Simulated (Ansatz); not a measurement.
```yaml
crystal:
  periodic: [false, false, false]
  atoms:
    - {symbol: Si, position_ang: [0.004840, 1.617862, -0.087722]}
    - {symbol: Ga, position_ang: [0.796462, -0.334257, 0.317174]}
    - {symbol: C, position_ang: [-0.194190, -1.910973, -0.688882]}
    - {symbol: S, position_ang: [-0.974442, -2.110116, 0.976448]}
    - {symbol: H, position_ang: [0.403292, 2.308943, -1.068422]}
    - {symbol: H, position_ang: [-1.662570, 1.466213, -0.279191]}
    - {symbol: H, position_ang: [-0.058957, 2.422546, 1.424177]}
    - {symbol: H, position_ang: [1.935828, -0.959371, 0.941404]}
    - {symbol: H, position_ang: [-0.516640, -2.655702, -1.430552]}
basis:
  gaussian: {orbitals: x2c-TZVPPall, nuclear_model: gaussian}
total_charge: 1
magnetization: {spin_polarized: true, initial_magnetization: 1}
hamiltonian: {xc: {name: HF}}
correlation: {method: mp2}
```

```sh
$ ansatz run in.yaml --threads 4 --pin off --events-out ev --progress --plain --max-ram 10444MiB
```

Shortened log:

```
Functional definition: HF
1388 factors; integrals over basis functions are off by at most 8.9e-4 eV
mean field evaluation 1: about -72671.2706 eV, gradient 1.4e1 eV
mean field evaluation 2: about -72671.2742 eV, gradient 1.4e1 eV
mean field evaluation 4: about -72673.4501 eV, gradient 3.7e0 eV
mean field evaluation 8: about -72673.9451 eV, gradient 8.4e-1 eV
mean field evaluation 16: about -72674.0153 eV, gradient 9.6e-2 eV
mean field evaluation 32: about -72673.9631 eV, gradient 6.0e-1 eV
mean field evaluation 64: about -72673.7559 eV, gradient 2.0e0 eV
mean field evaluation 96: about -72674.0149 eV, gradient 1.1e-1 eV
mean field -72674.02169775 eV, -2670.7210371711 hartree, gradient 4.6e-6 eV, S^2 0.930944; 7 other end points of the search recorded, 0 dependent functions left out
20 core orbitals not correlated: weight in the atoms' cores, before any rotation towards them, 1.000 or more for the frozen orbitals, at most 0.000 for the correlated occupied ones
reference -72674.02169775 eV, -2670.7210371711 hartree; 16, 15 occupied and 197, 198 virtual orbitals, 1388 factors
second order -17.72375722 eV of doubles, -0.00000000 eV of singles
Total energy: -72691.74545497 eV, -2671.3723732355 hartree
Relativity: scalar
```

It took 37 s on 4 threads of an Intel Xeon Platinum 8259CL on a shared host, with 0.8 GiB of host memory at the peak.
